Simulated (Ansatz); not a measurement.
Consider the ligand exchange at the Sn–Cl bond: `[OH][SnH]([Cl])[Cl]` + HBr → `[OH][SnH]([Cl])[Br]` + HCl.

Calculated with Ansatz (gas phase, PBE0-D4/def2-TZVP geometries, no zero-point term in ΔE). CCSD(T)/CBS is the MP2 limit (def2-TZVPP, def2-QZVPP) plus CCSD(T) − MP2 in def2-TZVPP, frozen cores. This one scheme is used for every species. DFT in def2-TZVPP. def2 core potentials past Kr. For Br, Sn outer-core shells are correlated without core-valence functions, which leaves a few kJ/mol of doubt a bond. Scalar relativity is left out up to krypton. Each species was taken in one conformer, which may not be the lowest.

| species | r2SCAN0 energy (Eh) |
| --- | --- |
| `[OH][SnH]([Cl])[Cl]` | -1211.23572 |
| HBr | -2574.74029 |
| `[OH][SnH]([Cl])[Br]` | -3325.19855 |
| HCl | -460.78275 |

Q: Work out ΔE.

A: ΔE = (-3325.19855) + (-460.78275) − (-1211.23572) − (-2574.74029) = -0.00529 Eh = -13.9 kJ/mol. CCSD(T)/CBS gives -15.6 kJ/mol.

Largest T1 diagnostic among the species: 0.012.

At CCSD(T), def2-SVP lies +4.5 kJ/mol from the extrapolated value and def2-TZVPP +3.0 kJ/mol. Leaving LDA and LC-ωPBE aside and taking each functional with its dispersion term where it has one, the values, not all of them listed here, spread over 6.2 kJ/mol, from HSE06-D4 to B97M-V.
